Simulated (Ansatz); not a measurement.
`C[SiH](C)[S]` radical at its PBE0-D4/def2-TZVP geometry, where that method's forces vanish. Charge 0, multiplicity 2.

```xyz
11

C    -0.6483   -0.4528    1.3886
Si   -0.2078    0.6593   -0.0434
C     0.7253   -0.2656   -1.3795
S     1.0896    2.2488    0.5461
H     0.2485   -0.9086    1.8142
H    -1.3212   -1.2498    1.0586
H    -1.1517    0.1082    2.1790
H    -1.4539    1.2484   -0.6098
H     1.6592   -0.6776   -0.9918
H     0.1061   -1.0939   -1.7360
H     0.9542    0.3835   -2.2260
```

**Question.** What forces (eV/Å) does PBE-D4/def2-TZVPP give on these atoms in Ansatz 0.2.0? (An estimate is asked.)

**Answer.** The calculation gave: 
```
C1  -0.005 -0.024 -0.025
Si2  0.025  0.201  0.160
C3   0.064 -0.030 -0.084
S4   0.049  0.046 -0.004
H5   0.165 -0.086  0.083
H6  -0.132 -0.160 -0.053
H7  -0.091  0.105  0.143
H8  -0.148  0.048 -0.096
H9   0.168 -0.066  0.077
H10 -0.140 -0.154 -0.051
H11  0.044  0.120 -0.151
```
